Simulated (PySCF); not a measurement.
Task: Give a PBE0-D3(BJ)/def2-SVP geometry of `N[SiH]1OCCO1`.

Result: 
Z-matrix in Å and degrees, rows numbered from 1:
```
N 
Si  1  1.6958
O   2  1.6784  1  111.68
C   3  1.4107  2  110.08  1   136.38
C   4  1.5351  3  106.97  2   -28.27
O   5  1.4099  4  107.06  3    33.08
H   1  1.0110  2  122.11  3   135.03
H   1  1.0117  2  124.56  3   -46.55
H   2  1.4828  1  106.34  3  -127.32
H   4  1.1019  3  109.76  2  -149.77
H   4  1.1070  3  110.08  2    91.80
H   5  1.1020  4  111.67  3   153.52
H   5  1.1071  4  110.47  3   -86.69
```

N1 (silicon-bound nitrogen) is planar (angles 124.6°, 122.1° and 113.3°, sum 360.0°, 0.01 Å off the plane of its three neighbours). Si2 (oxygen-bound silicon) has angles from 95.3° to 117.9°. The 5-membered ring Si2–O3–C4–C5–O6 has internal angles of 95.3° to 110.8°; it is puckered, 0.13 Å rms from its mean plane, widest ring torsion 33°. O3 (silyl ether oxygen) is bent (angle 110.1°).

The calculation used PBE0-D3(BJ)/def2-SVP geometry optimisation, gas phase in PySCF 2.14.0.

Point group: C1 (no symmetry element, even within 0.4 Å). Not checked by PBE0-D3(BJ)/def2-SVP frequencies. The numbers are those of one conformer (H–N1–Si2–O3 135° and -47°, N1–Si2–O3–C4 136°, Si2–O3–C4–C5 -28°, O3–C4–C5–O6 33°, C4–C5–O6–Si2 -24°).
